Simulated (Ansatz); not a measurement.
Isolated molecules relaxed with PBE0-D4/def2-TZVP in Ansatz; ΔE leaves out vibrations. CBS: MP2 limit from def2 TZ/QZ plus the TZ coupled-cluster correction, frozen cores. This one scheme is used for every species. Functionals use def2-TZVPP. B3LYP here is the variant with VWN-RPA as its local correlation; programs differ in this. Each species was taken in one conformer, which may not be the lowest.

Reaction (substitution at a C–N bond): `CN1COC1F` + `O[SiH](O)F` → `CO[SiH](O)F` + `FC1NCO1`

```json
{"level": "PBE-D4", "ΔE (eV)": "0.39"}
{"level": "ωB97X-V", "ΔE (eV)": "0.38"}
{"level": "ωB97M-V", "ΔE (eV)": "0.39"}
{"level": "B3LYP", "ΔE (eV)": "0.34"}
{"level": "MP2/def2-TZVPP", "ΔE (eV)": "0.46"}
{"level": "MP2/def2-QZVPP", "ΔE (eV)": "0.47"}
{"level": "SCS-MP2/def2-QZVPP", "ΔE (eV)": "0.42"}
{"level": "MP2/CBS(def2)", "ΔE (eV)": "0.47"}
```

(1) What does CCSD(T)/CBS give? (Estimate.)

Largest T1 diagnostic among the species: 0.012.

Results:

(1) The calculation gave: +0.42 eV. The listed levels differ from it by -0.03, -0.04, -0.03, -0.08, 0.04, 0.05, 0.00, 0.05 eV.

In def2-TZVPP, CCSD(T) changes the Hartree–Fock value by +0.11 eV (the triples alone add +0.02 eV) and MP2 by +0.16 eV.
